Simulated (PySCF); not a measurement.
**Electronic structure of Te⁺ (tellurium, charge +1) at the UHF level**

Configuration: [Kr] 4d10 5s2 5p3, high-spin 4S determinant. Computed with PySCF 2.14 in x2c-QZVPPall with one added diffuse shell each of s, p, d, f type (14s10p8d5f1g, 128 functions), with scalar relativity by spin-free X2C-1e.

```
Total energy                        : -6790.660509 hartree
One-electron energy                 : -9303.0976 hartree
Hartree (Coulomb) energy            : 2687.0976 hartree
Exchange energy                     : -174.6604 hartree
⟨S²⟩                                : 3.7519
⟨L²⟩                                : 0.000
Sum of ⟨r⟩                          : 34.15 bohr
Sum of ⟨r²⟩                         : 49.53 bohr²
Langevin diamagnetic susceptibility : -39.2 ×10⁻⁶ cm³/mol
```

```json
{"shell": "1s α", "electrons": "1", "mean orbital energy (hartree)": "-1175.27681", "rms radius, mean of both spins (bohr)": "0.0318"}
{"shell": "1s β", "electrons": "1", "mean orbital energy (hartree)": "-1175.27024", "rms radius, mean of both spins (bohr)": "0.0318"}
{"shell": "2s α", "electrons": "1", "mean orbital energy (hartree)": "-184.08354", "rms radius, mean of both spins (bohr)": "0.130"}
{"shell": "2s β", "electrons": "1", "mean orbital energy (hartree)": "-184.08132", "rms radius, mean of both spins (bohr)": "0.130"}
{"shell": "2p α", "electrons": "3", "mean orbital energy (hartree)": "-165.13733", "rms radius, mean of both spins (bohr)": "0.116"}
{"shell": "2p β", "electrons": "3", "mean orbital energy (hartree)": "-165.13148", "rms radius, mean of both spins (bohr)": "0.116"}
{"shell": "3s α", "electrons": "1", "mean orbital energy (hartree)": "-38.43631", "rms radius, mean of both spins (bohr)": "0.343"}
{"shell": "3s β", "electrons": "1", "mean orbital energy (hartree)": "-38.42903", "rms radius, mean of both spins (bohr)": "0.343"}
{"shell": "3p α", "electrons": "3", "mean orbital energy (hartree)": "-32.11197", "rms radius, mean of both spins (bohr)": "0.343"}
{"shell": "3p β", "electrons": "3", "mean orbital energy (hartree)": "-32.10136", "rms radius, mean of both spins (bohr)": "0.343"}
{"shell": "3d α", "electrons": "5", "mean orbital energy (hartree)": "-22.51399", "rms radius, mean of both spins (bohr)": "0.322"}
{"shell": "3d β", "electrons": "5", "mean orbital energy (hartree)": "-22.51013", "rms radius, mean of both spins (bohr)": "0.322"}
{"shell": "4s α", "electrons": "1", "mean orbital energy (hartree)": "-7.44463", "rms radius, mean of both spins (bohr)": "0.814"}
{"shell": "4s β", "electrons": "1", "mean orbital energy (hartree)": "-7.42563", "rms radius, mean of both spins (bohr)": "0.814"}
{"shell": "4p α", "electrons": "3", "mean orbital energy (hartree)": "-5.38924", "rms radius, mean of both spins (bohr)": "0.878"}
{"shell": "4p β", "electrons": "3", "mean orbital energy (hartree)": "-5.36732", "rms radius, mean of both spins (bohr)": "0.878"}
{"shell": "4d α", "electrons": "5", "mean orbital energy (hartree)": "-2.28748", "rms radius, mean of both spins (bohr)": "1.05"}
{"shell": "4d β", "electrons": "5", "mean orbital energy (hartree)": "-2.27130", "rms radius, mean of both spins (bohr)": "1.05"}
{"shell": "5s α", "electrons": "1", "mean orbital energy (hartree)": "-1.16610", "rms radius, mean of both spins (bohr)": "2.21"}
{"shell": "5s β", "electrons": "1", "mean orbital energy (hartree)": "-0.90329", "rms radius, mean of both spins (bohr)": "2.21"}
{"shell": "5p α", "electrons": "3", "mean orbital energy (hartree)": "-0.69200", "rms radius, mean of both spins (bohr)": "2.63"}
```

Densities and radii are taken from the X2C orbitals without a picture-change correction, which distorts them close to the nucleus.

Spin-orbit constants ζ (cm⁻¹) from the X2C one-electron operator on these orbitals: bare nucleus, nucleus screened by l(l+1)(2l+1)/3 electrons, and screened by the Breit-Pauli mean field of the electrons.

| shell | bare | screened nucleus | mean field |
| --- | --- | --- | --- |
| 2p | 1462000 | 1406000 | n/a |
| 3p | 276300 | 265700 | n/a |
| 3d | 41930 | 33860 | n/a |
| 4p | 49960 | 48040 | n/a |
| 4d | 5567 | 4496 | n/a |
| 5p | 4488 | 4315 | n/a |
